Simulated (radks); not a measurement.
Neutral iodine inside a hard spherical wall (all orbitals vanish at R), configuration held at [Kr] 4d10 5s2 5p5 and not refilled when levels cross. Calculated with a radial shooting solver on a logarithmic mesh with Libxc functionals: scalar-relativistic Kohn-Sham, PBE, spin-polarised, spherical densities, point nucleus; open shells are filled with parallel spins first (spin-orbit coupling, left out, can overturn this in heavy ions). Eigenvalues in eV for spin up, with the zero of energy where the potential of the charges vanishes at infinity; a dash marks a level that is unbound or too diffuse for the functional's potential to be trusted. A positive occupied level is held by the wall or, in an anion where self-interaction has pushed it up, behind a barrier. The pressure on the wall is -dE/dV.

R (bohr)  E (hartree)  kinetic (hartree)    e(4p)    e(4d)    e(5s)   e(5p)  e(6s, empty)  e(5d, empty)  pressure (GPa)
free      -7116.40268           7469.954  -127.58  -50.307  -17.691  -7.373             -             -               0
12        -7116.40267           7469.954  -127.58  -50.306  -17.690  -7.373        -0.375         1.365        0.000105
10        -7116.40259           7469.955  -127.57  -50.299  -17.684  -7.367        -0.057         1.731         0.00273
8         -7116.40124           7469.969  -127.49  -50.218  -17.616  -7.302         0.961         2.503          0.0748
6         -7116.37775           7470.141  -126.72  -49.462  -17.021  -6.690         4.909         4.689            2.33
4         -7115.91230           7472.543  -120.58  -43.469  -12.283  -1.074        27.023        15.220             113
2.5       -7110.01812           7494.877  -94.787  -18.850   17.863  36.107        139.70        68.687            4650
